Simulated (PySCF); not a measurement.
**SbF⁺: from constants to spectrum**

PBE0 constants of SbF⁺, ²Π (doublet), unpaired electrons π ↑ (Sb cc-pVTZ-PP with ECP28, F cc-pVTZ; scalar-relativistic core potentials (PySCF 2.14); masses 120.9038 and 18.9984 u):

```
ωe              : 722.9 cm⁻¹
ωexe            : 2.66 cm⁻¹
Be              : 0.29685 cm⁻¹
αe              : 0.00161 cm⁻¹
D (centrifugal) : 2e-07 cm⁻¹
De to Sb⁺ + F   : 4.25 eV
```

(1) Give the vibrational terms G(v) and spacings up to v = 6.

(2) How well does the Morse estimate ωe²/(4ωexe) reproduce De, and what is D0?

Spin–orbit coupling is left out, which matters for elements this heavy, above all for dissociation energies. For an ion De counts to the pair picked by the measured ionisation energies or electron affinities, which need not be the lowest pair at this level. The state is the lowest determinant that a PBE0 search found; another state may lie lower at other levels.

Answers

(1) G(v) = ωe(v+½) − ωexe(v+½)².

| v | G(v) (cm⁻¹) | G(v) − G(v−1) | Bv (cm⁻¹) |
| --- | --- | --- | --- |
| 0 | 360.8 |  | 0.2960 |
| 1 | 1078.4 | 717.6 | 0.2944 |
| 2 | 1790.6 | 712.3 | 0.2928 |
| 3 | 2497.6 | 706.9 | 0.2912 |
| 4 | 3199.2 | 701.6 | 0.2896 |
| 5 | 3895.5 | 696.3 | 0.2880 |
| 6 | 4586.5 | 691.0 | 0.2864 |

(2) It gives 6.09 eV, 143 % of the computed De. D0 = De − G(0) = 4.25 − 0.04 = 4.21 eV.
